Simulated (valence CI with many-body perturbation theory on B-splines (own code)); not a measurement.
# Valence orbitals of Cd43+

Computed by valence CI with perturbative core correlation (CI+MBPT): three valence electrons over a frozen Dirac-Fock core [He], radial functions for each j: 11 s, 11 p, 9 d, 7 f, 5 g, 2 h, 1 i, with the one-electron correlation potential Σ1 (screened to all orders), the two-electron term Σ2, the three-electron term Σ3, Breit, model QED; selected single and double excitations, second order for the rest (own B-spline code, finite nucleus).

The last digits are not significant, and no measured levels were compared; by estimate large intervals hold to a few tenths of a per cent, small ones and those within an open d or f shell to about a per cent.

These are the spectroscopic orbitals of the CI (the correlating ones are not listed), shaped by the core and the other valence electrons. h is the expectation value of the core's Dirac-Fock operator, without the valence repulsion; Σ1 is computed up to l = 3 at one energy for each symmetry, that of its lowest orbital but kept below the first core excitation, so for empty shells it is not the orbital's own correlation shift; Breit and QED include the response of the core.

| Orbital | h (hartree) | Σ1 (cm⁻¹) | Breit (cm⁻¹) | QED (cm⁻¹) | ⟨r⟩ (bohr) |
| --- | --- | --- | --- | --- | --- |
| 2s1/2 | -279.82 | -1350 | 30395 | 32019 | 0.1243 |
| 3s1/2 | -122.55 | -331 | 8529 | 9306 | 0.2865 |
| 4s1/2 | -68.299 | -129 | 3421 | 3814 | 0.5182 |
| 5s1/2 | -43.447 | -63.8 | 1718 | 1926 | 0.8173 |
| 2p1/2 | -276.03 | -3298 | 60461 | -729 | 0.1041 |
| 3p1/2 | -121.48 | -735 | 16432 | -271 | 0.2683 |
| 4p1/2 | -67.857 | -282 | 6624 | -116 | 0.5014 |
| 5p1/2 | -43.224 | -138 | 3323 | -59.6 | 0.8020 |
| 2p3/2 | -267.66 | -2684 | 24158 | 2620 | 0.1086 |
| 3p3/2 | -119 | -598 | 6543 | 688 | 0.2746 |
| 4p3/2 | -66.815 | -229 | 2869 | 278 | 0.5097 |
| 5p3/2 | -42.692 | -113 | 1443 | 140 | 0.8122 |
| 3d3/2 | -118.57 | -281 | 604 | -112 | 0.2325 |
| 4d3/2 | -66.637 | -119 | 330 | -38.0 | 0.4688 |
| 5d3/2 | -42.601 | -61.3 | 173 | -17.6 | 0.7726 |
| 3d5/2 | -117.82 | -261 | 196 | 249 | 0.2347 |
| 4d5/2 | -66.319 | -110 | 106 | 113 | 0.4714 |
| 5d5/2 | -42.439 | -56.7 | 53.2 | 59.5 | 0.7758 |
| 4f5/2 | -66.281 | -23.9 | 3.7 | -39.4 | 0.4059 |
| 5f5/2 | -42.421 | -13.5 | 3.0 | -19.5 | 0.7110 |
| 4f7/2 | -66.125 | -23.2 | 1.0 | 34.2 | 0.4073 |
| 5f7/2 | -42.341 | -13.0 | 0.8 | 18.3 | 0.7126 |
| 5g7/2 | -42.335 |  | 0.0 | -12.4 | 0.6226 |
| 5g9/2 | -42.288 |  | 0.0 | 10.0 | 0.6237 |

Among the shells of the start configuration 2s2 2p1, Σ1 is largest in size for 2p1/2, where it is 0.0054 % of h.

Lowest root of each symmetry, sizes in configuration state functions:

```tsv
J	Parity	Roots	Reference	Variational	Second order	Change by selected CI (cm⁻¹)	Change by second order (cm⁻¹)
1/2	even	16	50	9736	8520	-9087	0
3/2	even	19	70	15391	18546	-5422	-1
5/2	even	14	66	16478	16625	-8539	-1
7/2	even	5	41	11735	22097	-6524	-5
9/2	even	2	23	6807	10172	-12130	-2
1/2	odd	15	48	9476	9748	-9170	0
3/2	odd	21	72	15515	14413	-8764	-1
5/2	odd	13	62	16338	19536	-14469	-1
7/2	odd	6	43	12090	13267	-10665	-2
9/2	odd	2	20	7264	16551	-6785	-3
```
